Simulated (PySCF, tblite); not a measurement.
## A complex of MgCl2 and dinitrogen

A gas-phase complex of MgCl2 and dinitrogen; neutral, singlet. The structure comes from a short search (6 tight-binding starts) and was relaxed by PBE0-D3(BJ)/def2-SVPD; another way of binding may lie lower. Frequencies by PBE0-D3(BJ)/def2-SVPD show no clear imaginary mode.

Parts: 1 = MgCl2 ([Cl][Mg][Cl]), atoms 1–3; 2 = dinitrogen (N#N), atoms 4–5.

```
atom  part   x (Å)   y (Å)   z (Å)
 Cl1     1  -0.832   1.928   1.137
 Mg2     1  -0.078   0.043   0.253
 Cl3     1   0.803  -1.459  -1.115
  N4     2  -0.661  -1.398   2.003
  N5     2  -0.935  -2.067   2.826
```

```tsv
contact	kind (by geometry)	distance (Å)	angle (°)
Mg2···N4	ion contact	2.340	-
```

Interaction energies are complex less parts, with the parts frozen as they stand in it; counterpoise-corrected, in kcal/mol (PySCF).

Question: How strongly do the parts interact, level by level?

Answer: 
| level | interaction | superposition error removed |
| --- | --- | --- |
| wB97M-D3(BJ)/def2-TZVPD | -6.95 | -0.20 |
| PBE0-D3(BJ)/def2-TZVPD | -7.67 | -0.22 |

Question: What holds them together? Decompose the wB97M-D3(BJ)/def2-TZVPD energy: frozen parts, their antisymmetrised product, then relaxation.

Answer: electrostatic -10.6, Pauli repulsion +13.0, orbital relaxation -8.1, dispersion correction -1.3 kcal/mol, which sum to the value before the counterpoise correction; the Pauli term holds the exchange-correlation of the frozen density too. Of the attraction, 53 % is electrostatic, 40 % is orbital relaxation, 7 % is dispersion correction.

The parts were also relaxed and run alone, at the levels used for the complex: shieldings by PBE0/pcSseg-2; core levels by delta-SCF with SCAN, pcX-2 on the ionised atom and pcseg-1 elsewhere, spin-free X2C (2p3/2 is the spin-free 2p value less a third of a first-order spin-orbit splitting).

Question: How do these values change when the complex forms?

Answer: 
```
                 property    alone  in the complex  change
   shielding of Mg2 (ppm)    505.0           515.0   +10.0
    shielding of N4 (ppm)    -93.8           -61.6   +32.2
Cl1 2p3/2 core level (eV)   205.45          205.06   -0.40
   Mg2 1s core level (eV)  1313.53         1313.05   -0.48
```

Question: What are the binding energy from relaxed parts (wB97M-D3(BJ)/def2-TZVPD), and ΔH and ΔG of association at 298.15 K and 1 atm?

Answer: -5.83 kcal/mol, -4.95 with zero-point energy; ΔH -5.1 and ΔG +2.1 kcal/mol, from harmonic vibrations by PBE0-D3(BJ)/def2-SVPD with low modes damped.

The 6 runs behind this took 4.3 min in all, one thread each of Arm Neoverse V2 on a shared host, launched as `OMP_NUM_THREADS=1 python cluster_run.py task.json out`.
